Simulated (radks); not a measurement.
Results of a calculation; reference values are marked as such.
Question: All-electron atom: Pb30+ in [Kr] 4d10 4f6. Code: a radial shooting solver on a logarithmic mesh with Libxc functionals. Model: Dirac Kohn-Sham, LB94 model potential, spin-unpolarised, spherical densities, finite nucleus; open shells fill j = l - 1/2 first; Fermi nuclear charge, rms radius 5.5012 fm. Some entries of the table are withheld. Estimate them.

orbital,occ.,eigenvalue (hartree),<r> (bohr)
1s1/2,2,-3279.892,0.01604
2s1/2,2,-618.4837,0.06681
2p1/2,2,-596.1923,(1)
2p3/2,4,-515.1188,(2)
3s1/2,2,(3),0.1733
3p1/2,2,-167.6057,0.1637
3p3/2,4,-149.4353,0.1796
3d3/2,4,(4),0.1560
3d5/2,6,(5),0.1609
4s1/2,2,-67.23567,0.3715
4p1/2,2,-62.78955,0.3700
4p3/2,4,-57.89064,0.3995
4d3/2,4,-50.59143,0.3945
4d5/2,6,-49.61498,0.4031
4f5/2,6,-40.39573,(6)
4f7/2,0,-40.13570,(7)
5s1/2,0,-34.73409,(8)
5p1/2,0,(9),0.6992
5p3/2,0,(10),0.7386

Answer: 
(1) 2p1/2 <r> (bohr): 0.05474
(2) 2p3/2 <r> (bohr): 0.06368
(3) 3s1/2 eigenvalue (hartree): -177.7969
(4) 3d3/2 eigenvalue (hartree): -132.5025
(5) 3d5/2 eigenvalue (hartree): -128.6279
(6) 4f5/2 <r> (bohr): 0.3825
(7) 4f7/2 <r> (bohr): 0.3863
(8) 5s1/2 <r> (bohr): 0.6875
(9) 5p1/2 eigenvalue (hartree): -32.78470
(10) 5p3/2 eigenvalue (hartree): -31.02310
